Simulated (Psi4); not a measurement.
# Worked example: ideal-gas entropy of TiH3O3F (SMILES [OH][Ti]([OH])([OH])[F])

A singlet with charge 0, relaxed at PBE0-D4/def2-TZVP (density fitting) (Psi4 1.11):

```xyz
8

O    -0.8512    1.4848    0.6310
Ti    0.1911    0.2917   -0.2085
O     1.5496   -0.1428    0.8697
O    -0.7762   -1.1545   -0.6207
F     0.8337    0.9796   -1.7060
H    -1.8065    1.5471    0.6745
H     2.4868   -0.2793    0.7269
H    -0.7492   -2.0732   -0.3528
```

Harmonic wavenumbers in cm⁻¹: 122, 157, 186, 197, 211, 228, 248, 280, 399, 432, 468, 715, 777, 794, 808, 3926, 3933, 3941.

Masses in u: O 15.999, Ti 47.867, F 18.998, H 1.008. Take T = 298.15 K, p = 1 bar, R = 8.3145 J/(mol K), kT/hc = 207.22 cm⁻¹, rigid rotor and harmonic oscillator.

Task: Compute the standard molar entropy.

Result: 
1. Translation (Sackur–Tetrode): S = R[3/2 ln M + 5/2 ln T − 1.1517] with M = 117.886 gives 168.3 J/(mol K).
2. Rotation: principal moments 151.709, 156.114, 157.300 u Å² give A, B, C = 0.1111, 0.108, 0.1072 cm⁻¹; the symmetry number is σ = 1; q = (√π/σ)√((kT/hc)³/ABC) = 147420; S = R(ln q + 3/2) = 111.4.
3. Vibration: with u = ν̃/207.22, each mode gives R[u/(eᵘ − 1) − ln(1 − e⁻ᵘ)]; the sum is 86.9, most from 122 cm⁻¹ (12.8), 157 cm⁻¹ (10.8), 186 cm⁻¹ (9.5).
4. Spin and the two mirror images of this shape: R ln 2 = 5.8.
5. Sum: 168.3 + 111.4 + 86.9 + 5.8 = 372.4 J/(mol K).

No measured value is set beside it here. Where a soft mode is a torsion, a harmonic oscillator describes it poorly.
